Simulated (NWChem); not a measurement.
GeNH4Cl; SMILES [NH2][GeH2][Cl]

```xyz
7

Ge     0.4090    -0.4523     0.0533
N     -0.9692    -1.6584     0.1866
Cl    -0.2534     1.6169    -0.3653
H      1.2925    -0.8546    -1.1412
H      1.1333    -0.3903     1.4100
H     -1.6091    -1.4638     0.9526
H     -1.5076    -1.7587    -0.6702
```
Atoms are numbered in this order, from 1.

Geometry: optimised at B3LYP/6-31G* (spherical d).

**Question.** Give the principal values of the shielding tensors (ppm) of Ge1, N2, Cl3 from KT2/pcSseg-1, GIAO (NWChem), with their diamagnetic and paramagnetic parts as GIAO splits them.

**Answer.** 
```
atom     σ11     σ22     σ33  isotropic  diamagnetic  paramagnetic
----  ------  ------  ------  ---------  -----------  ------------
Ge1   1149.4  1386.6  1430.0     1322.0       2762.3       -1440.3
N2     193.4   226.2   239.0      219.5        318.6         -99.0
Cl3    700.1   889.2  1012.3      867.2       1150.2        -283.0
```
